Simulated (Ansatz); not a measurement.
Compare A (`Oc1ccccn1`) with its isomer B (`[O-][n+]1ccccc1`).

Computed with Ansatz on PBE0-D4/def2-TZVP structures; ΔE is electronic, products minus reactants. CBS: MP2 limit from def2 TZ/QZ plus the TZ coupled-cluster correction, frozen cores. Functionals use def2-TZVPP. B3LYP here is the variant with VWN-RPA as its local correlation; programs differ in this. Each species was taken in one conformer, which may not be the lowest.

A:

Z-matrix (Å, degrees):
```
C
C 1 1.395
N 1 1.319 2 123.9
O 1 1.343 2 118.7 3 -180.0
C 2 1.378 1 117.4 3 0.0
H 2 1.082 1 120.1 3 -180.0
C 3 1.332 1 117.8 2 0.0
H 4 0.966 1 106.1 2 -180.0
C 5 1.391 2 119.6 1 -0.0
H 5 1.084 2 119.9 1 180.0
H 7 1.086 3 115.8 1 180.0
H 9 1.082 5 121.5 2 -180.0
```

B:

```xyz
12

O     1.971    1.461    0.897
N     1.021    0.757    0.465
C    -0.268    1.039    0.803
C    -1.315    0.280    0.339
C    -1.085   -0.805   -0.494
C     0.230   -1.085   -0.833
C     1.256   -0.307   -0.353
H    -0.368    1.896    1.453
H    -2.319    0.552    0.641
H    -1.901   -1.410   -0.866
H     0.478   -1.917   -1.479
H     2.302   -0.462   -0.572
```

Q: Which is lower in electronic energy at CCSD(T)/CBS, and by how much? (Best estimate.)

A: Ansatz gave: A, by 48.8 kcal/mol.

Q: Give E(B) − E(A) in kcal/mol with PBE0-D4, B2PLYP, CCSD(T)/def2-SVP, PBE-D4, B3LYP-D4, LDA (SPW92), B3LYP. (An estimate is asked.)

A: The calculation gave: PBE0-D4 46.3, B2PLYP 47.1, CCSD(T)/def2-SVP 50.1, PBE-D4 40.8, B3LYP-D4 45.7, LDA (SPW92) 41.5, B3LYP 45.8. None reverses the order clearly.

Q: Does the order hold for the free energy at 298.15 K (harmonic terms from PBE0-D4)? (Estimate.)

A: The calculation gave: Yes: G(B) − G(A) = +48.9 kcal/mol, for one conformer each.

Largest T1 diagnostic: 0.018.

At CCSD(T), def2-SVP lies +1.2 kcal/mol from the extrapolated value and def2-TZVPP +0.8 kcal/mol. From BLYP to BHLYP (50 % exact exchange), in def2-TZVPP and without D4, E(B) − E(A) moves by +10.8 kcal/mol.
